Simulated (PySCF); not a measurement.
Ligand exchange on a metal centre used in film growth or etching (Zn H-SH). Isolated molecules, 0 K electronic values unless said otherwise. One relaxed conformer stands for each flexible species; it need not be the lowest.

The HOMO–LUMO gap from two functionals at the same geometries (PBE-D3(BJ)/def2-SVP), both in PySCF: PBE-D3(BJ)/def2-TZVP and B3LYP-D3(BJ)/def2-TZVP. B3LYP has the VWN-RPA correlation part, as in Gaussian. 

| species | B3LYP-D3(BJ)/def2-TZVP (eV) |
|---|---|
| 0 of 2 H replaced by SH ([Zn(H)2]) | 6.88 |
| 1 of 2 H replaced by SH ([Zn(H)(SH)]) | 6.00 |
| 2 of 2 H replaced by SH | 5.89 |

### Question
What does PBE-D3(BJ)/def2-TZVP give for each?

### Answer

- 0 of 2 H replaced by SH ([Zn(H)2]): 5.45
- 1 of 2 H replaced by SH ([Zn(H)(SH)]): 4.60
- 2 of 2 H replaced by SH: 4.42
Over these rows, drawn at random from the members with no instability flagged (it was tested for open shells, ions and some series alone), PBE minus B3LYP-D3(BJ): mean -1.43 eV, from -1.48 eV to -1.40 eV.
